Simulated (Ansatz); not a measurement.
Molecule: C₂H₅GeO₂, charge 0, multiplicity 2. It need not be the lowest isomer of its formula. 
Geometry from a B3LYP-D3(BJ)/def2-TZVP (Ansatz, a quantum-chemistry and plane-wave program) optimisation:
SMILES: CC(=O)[O][GeH2]
```xyz
10

C     -2.7664    -0.1313    -0.0239
C     -1.3071    -0.1789     0.3345
O     -0.8705    -0.5210     1.4121
O     -0.5090     0.2005    -0.6692
Ge     1.2999     0.1540    -0.2620
H     -3.3663    -0.4482     0.8245
H     -3.0389     0.8829    -0.3186
H     -2.9551    -0.7798    -0.8804
H      1.6818    -1.3113     0.0603
H      1.5576     1.1525     0.8927
```
Charge 0, spin multiplicity 2.

Wanted: atomisation energy (electronic, to ground-state atoms), in kcal/mol. Correlated levels leave the core frozen unless marked. UHF or UKS for open shells. No spin-orbit coupling. The frozen core is the preceding noble-gas configuration, with the filled d and f shells of earlier blocks. No relativistic terms. The coupled-cluster limit lacks core correlation, which all-electron functionals hold. CBS(X,Y): correlation extrapolated as X^-3; Hartree-Fock from the larger set.

```
level                            program  atomisation energy (kcal/mol)
------------------------  --------------  -----------------------------
HF/STO-3G                         Ansatz                          725.7
HF/6-31G*                         Ansatz                          623.3
HF/cc-pVDZ                        Ansatz                          617.0
revPBE-D3(BJ)/def2-TZVPD  Ansatz + dftd3                          898.0
```

### Question
Predict the CCSD(T)/CBS(cc-pVTZ,cc-pVQZ) result (Ansatz).

### Answer
900.9 kcal/mol, so revPBE-D3(BJ)/def2-TZVPD differs from it by -2.9 kcal/mol.
